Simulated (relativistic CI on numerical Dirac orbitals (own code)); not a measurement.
Computed by Dirac-Coulomb-Breit CI, separate exchange-only KLI orbitals for each configuration, model QED (radiative potential, 1s self-energy scaled to tabulated hydrogen-like ionisation energies), unscaled Slater integrals (own radial code, finite nucleus).

The strongest absorption lines from the ground level of an ion, among the configurations computed and to levels below about 1050 eV (vacuum wavelength in nm, gf): 1.6928 (0.16), 1.9159 (0.52), 4.7915 (2.7), 6.5148 (1.3), 8.2961 (0.0064).

Which ion is it?
A. Os⁴⁰⁺
B. Ta³⁵⁺
C. Au⁴³⁺
D. Ta³⁷⁺

D. Ta³⁷⁺ has 36 electrons and the ground level 4s²4p⁶ ¹S0; the strongest line goes to 4s²4p⁵4d ¹P°1. The pattern of lines fixes the number of electrons, and along that sequence the line energies rise steadily with the charge (about as its square where n changes within one kind of shell, about linearly where n is kept but much faster in heavy ions where fine structure, which grows about as Z⁴, sets the gap, and irregularly where shells cross), which fixes Z. Configurations outside the model, such as inner-shell arrays, can give stronger lines. At this charge energies of transitions that change n are usually good to better than 1 %, and those within a shell (Δn = 0) to a few per cent.

LS names give the leading component of a level, which can be under half, so a name can repeat, a term be missing and a line seem to break the LS rules.
